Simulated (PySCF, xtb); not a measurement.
Complex: HCl (SMILES Cl) (first 2 atoms) with CH4O (SMILES CO); geometry from B3LYP-D3(BJ)/def2-TZVP, rigid monomers moved along the line of their centres of mass till H2···O4 is 3.17 Å.
(charge 0, multiplicity 1):
```
atom    x (Å)    y (Å)   z (Å)
----  -------  -------  ------
Cl     0.6626  -0.2654  0.2514
H     -0.0003  -0.3857  1.3778
C     -0.2442   0.1952  5.2789
O     -1.1730  -0.3352  4.3271
H      0.0251   1.2282  5.0449
H      0.6482  -0.4237  5.2176
H     -0.6476   0.1392  6.2924
H     -1.9779   0.1941  4.3377
```

Interaction energies are E(AB) − E(A) − E(B) at the monomers' geometry in the complex; basis-set methods are counterpoise corrected. Rows marked so take none.

Rows in 6-31G* carry no dispersion term and start afresh at each structure (6-31G* with six Cartesian d functions).

Run with PySCF for 6-31G* rows; xtb for the GFN methods. Values without a source in brackets are computed.

One of these levels gives -1.81 kcal/mol for the interaction energy. Name it.
A) GFN2-xTB
B) HF/6-31G* (no counterpoise)
C) GFN1-xTB

A, GFN2-xTB. The others give -1.47 (GFN1-xTB), -2.30 (HF/6-31G* (no counterpoise))
